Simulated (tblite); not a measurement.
Species: CH5O2Si (doublet state).
Bonds: O1–C2, C2–O3, O3–Si4. Hydrogens: H5, H6 on C2; H7, H8, H9 on Si4.

Structure optimised with GFN2-xTB, isolated species. This method treats the open shell by occupation alone, without spin polarisation.

**Question.** List the bond lengths, angles and torsions at this level.

**Answer.** 
| bond | length (bohr) | order |
| --- | --- | --- |
| O1–C2 | 2.424 | single |
| C2–O3 | 2.603 | single |
| O3–Si4 | 3.117 | single |
| C2–H5, C2–H6 | 2.127 | single |
| Si4–H7, Si4–H8, Si4–H9 | 2.758 | single |

Bonds in one row agree within 0.02 bohr and their mean is given. Orders are formal, as drawn. A selection of angles:
| angle | degrees |
| --- | --- |
| O1–C2–O3 | 116.7 |
| O1–C2–H5 | 112.4 |
| O3–C2–H5 | 106.8 |
| H5–C2–H6 | 100.4 |
| C2–O3–Si4 | 116.0 |
| O3–Si4–H7 | 109.8 |
| O3–Si4–H8 | 98.0 |
| H7–Si4–H8 | 113.8 |
| H7–Si4–H9 | 110.7 |

Torsions: O1–C2–O3–Si4 0° (synperiplanar).

Of the pairs four or more bonds apart, O1···H9 is among the closest relative to their van der Waals radii: 2.80 Å, 103 % of the sum of Bondi's values. Si4 (silicon bonded to O and 3 H) is distorted tetrahedral (angles from 98.0° to 114.1°). The 2 C–O bonds span 1.282 Å (O1–C2, drawn single) to 1.377 Å (C2–O3, drawn single), a spread of 0.095 Å. The 4 heavy atoms lie in one plane (0.001 Å rms).

Point group: Cs (tolerance 0.08 Å). Its GFN2-xTB frequencies are all real (lowest 100 cm⁻¹). 3 starts were optimised and ended at 0.00, 5.60 and 5.67 kcal/mol (GFN2-xTB); the lowest of these is shown.

One conformer stands for the species.

These are computed values.
